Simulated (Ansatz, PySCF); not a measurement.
Gas-phase reaction in SMILES: [CH2][C@H](Cl)CCCC -> CC[CH]C[C@H](C)Cl
Each molecule is optimised on its own at B3LYP-D3(BJ)/def2-TZVP (Ansatz, an electronic-structure program), one conformer each, not searched for the lowest. Frequencies are from PySCF.

Property: isomerisation energy (enthalpy at 298 K, with B3LYP-D3(BJ) rigid-rotor harmonic-oscillator terms), in kcal/mol. Cores are frozen in the correlated levels unless marked. Open shells are spin-unrestricted. No spin-orbit coupling. Non-relativistic. CBS marks a two-point X^-3 extrapolation of the correlation energy; Hartree-Fock from the larger set. The bracket is a focal-point correction in the basis named.

```json
[
 {"level": "HF/6-31G", "program": "Ansatz", "isomerisation energy (kcal/mol)": "0.2"},
 {"level": "revPBE-D3(BJ)/def2-TZVPD", "program": "Ansatz + dftd3", "isomerisation energy (kcal/mol)": "-2.3"},
 {"level": "B3LYP/def2-TZVPD", "program": "Ansatz", "isomerisation energy (kcal/mol)": "-1.6"},
 {"level": "PBE-QIDH/def2-TZVPD", "program": "Ansatz", "isomerisation energy (kcal/mol)": "-2.7"},
 {"level": "SCS-MP2/6-31G*", "program": "Ansatz", "isomerisation energy (kcal/mol)": "-2.5"},
 {"level": "CCSD(T)/6-31G", "program": "Ansatz", "isomerisation energy (kcal/mol)": "0.4"},
 {"level": "RI-MP2/CBS(cc-pV(T+d)Z,cc-pV(Q+d)Z)+[CCSD(T)-MP2]/cc-pV(T+d)Z", "program": "Ansatz", "isomerisation energy (kcal/mol)": "-2.4"}
]
```
